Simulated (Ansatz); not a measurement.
Relaxation of CH6N2OSi (11 atoms, charge 0, multiplicity 1), to a largest force component of 0.015 eV/Å in at most 40 steps.

Theory: RKS CAM-B3LYP/6-31G in Ansatz 0.2.0.

```xyz
11
Properties=species:S:1:pos:R:3:forces:R:3
N -1.087 -0.007 1.127 -3.59 6.47 0.35
C -0.033 -0.599 0.685 4.95 -1.58 -2.84
O 0.274 -1.547 1.544 2.68 -3.47 1.33
N 0.825 -0.479 -0.315 -1.92 0.26 1.66
Si 0.431 0.658 -1.575 1.56 -0.10 -1.34
H -1.195 1.040 0.898 -0.17 -2.42 -0.01
H -1.302 -0.160 2.094 -0.39 -0.56 0.26
H 1.134 -1.960 1.178 -1.49 0.40 0.81
H 1.717 0.921 -2.363 -0.59 0.08 0.26
H -0.531 -0.023 -2.444 -0.61 0.08 -0.61
H -0.085 1.905 -1.010 -0.43 0.84 0.14
```

Q: Where does it end, and by what steps?

A: The run converged. The force dipped under the threshold on the way, but the program's further checks kept it going. Limits of this set-up: no polarisation functions. After 13 steps the energy has fallen by 1.014 eV; H10 moved furthest, 0.63 Å.

```json
{"step": "0", "energy less start (eV)": "0.0000", "largest force component (eV/Å)": "6.470", "accepted": "yes"}
{"step": "1", "energy less start (eV)": "-0.7717", "largest force component (eV/Å)": "2.686", "accepted": "yes"}
{"step": "2", "energy less start (eV)": "-0.7807", "largest force component (eV/Å)": "2.558", "accepted": "yes"}
{"step": "3", "energy less start (eV)": "-0.8995", "largest force component (eV/Å)": "1.562", "accepted": "yes"}
{"step": "4", "energy less start (eV)": "-0.9946", "largest force component (eV/Å)": "0.206", "accepted": "yes"}
{"step": "5", "energy less start (eV)": "-1.0054", "largest force component (eV/Å)": "0.402", "accepted": "yes"}
{"step": "6", "energy less start (eV)": "-1.0097", "largest force component (eV/Å)": "0.297", "accepted": "yes"}
{"step": "7", "energy less start (eV)": "-1.0122", "largest force component (eV/Å)": "0.049", "accepted": "yes"}
{"step": "8", "energy less start (eV)": "-1.0132", "largest force component (eV/Å)": "0.018", "accepted": "yes"}
{"step": "9", "energy less start (eV)": "-1.0138", "largest force component (eV/Å)": "0.063", "accepted": "yes"}
{"step": "10", "energy less start (eV)": "-1.0141", "largest force component (eV/Å)": "0.032", "accepted": "yes"}
{"step": "11", "energy less start (eV)": "-1.0142", "largest force component (eV/Å)": "0.013", "accepted": "yes"}
{"step": "12", "energy less start (eV)": "-1.0143", "largest force component (eV/Å)": "0.015", "accepted": "yes"}
{"step": "13", "energy less start (eV)": "-1.0144", "largest force component (eV/Å)": "0.007", "accepted": "yes"}
```

```xyz
11
Properties=species:S:1:pos:R:3
N -0.844 0.215 1.418
C 0.019 -0.620 0.773
O 0.321 -1.689 1.591
N 0.530 -0.532 -0.390
Si 0.402 0.639 -1.700
H -1.178 1.053 0.978
H -1.149 -0.014 2.348
H 0.938 -2.272 1.111
H 1.754 1.203 -2.003
H -0.128 -0.035 -2.925
H -0.518 1.800 -1.380
```

Whether the end is a true minimum wasn't checked by a vibrational analysis.

Time of the run: 68 s on 1 thread of Intel(R) Xeon(R) Processor @ 2.70GHz (shared host), peak memory 0.18 GiB.
